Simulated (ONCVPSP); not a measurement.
# Potentials for aluminium compared

Generated with ld1.x 7.5 (TM, RRKJ, ultrasoft, PAW), atompaw 4.2 or ONCVPSP 4.0.1. The cutoff is in Ry: for ld1.x and atompaw files where the sum of valence levels is converged to 10 mRy in a Bessel basis, for ONCV files where the hardest occupied wave has 1 mHa per electron of residual kinetic energy. The error is the largest all-electron minus pseudo excitation energy over each file’s own four to seven test configurations (ionisations up to +4, promotions, holes and added fractions of an electron), all of which were solved. The labels leave out finer settings (local radius, basis sizes, second energies), which also bear on the numbers. Spin-polarised tests are not counted. The rows are a selection from randomly drawn settings: files with unsolved tests, undetermined cutoffs or missed reference levels are left out.

A true bound ghost makes a file unfit for plane-wave use even where its test errors are small: the radial tests pick states by their node count and pass the ghost by.

```csv
potential,cutoff (Ry),largest error (meV),bound ghosts
"ONCV, PBEsol, scalar-relativistic, rc 1.55/2.90 (sp), local smoothed, core correction yes, reference 3s2 3p1, qcut 5.5/2.7, projectors 2/1",12,-88,s
"ONCV, PBE, non-relativistic, rc 2.10/2.50 (sp), local smoothed, core correction yes, reference 3s2 3p1, qcut 3.6/2.9, projectors 1/2",10,+29,none
"ONCV, PBE, non-relativistic, rc 1.75/1.80 (sp), local smoothed, core correction yes, reference 3s1, qcut 4.1/4.2, projectors 2/2",13,+125,none
"ONCV, PBE, scalar-relativistic, rc 1.25/1.25 (sp), local smoothed, core correction no, reference 2s2 2p6 3s2 3p0.5, qcut 8.4/13.7, projectors 3/2",113,-1.3,none
"ONCV, PBEsol, scalar-relativistic, rc 1.75/2.05 (sp), local smoothed, core correction yes, reference 3s1 3p2, qcut 4.7/4.7, projectors 3/2",13,+16,none
```

(1) Fill in the row for Al: ONCV, revPBE, scalar-relativistic, rc 1.60/2.55/1.95 (spd), local smoothed, core correction yes, reference 3s1.5 3p1.5, qcut 4.9/3.9/5.7, projectors 2/2/1.

## Answers

(1) cutoff 24 Ry, largest error -25 meV, bound ghosts: s.
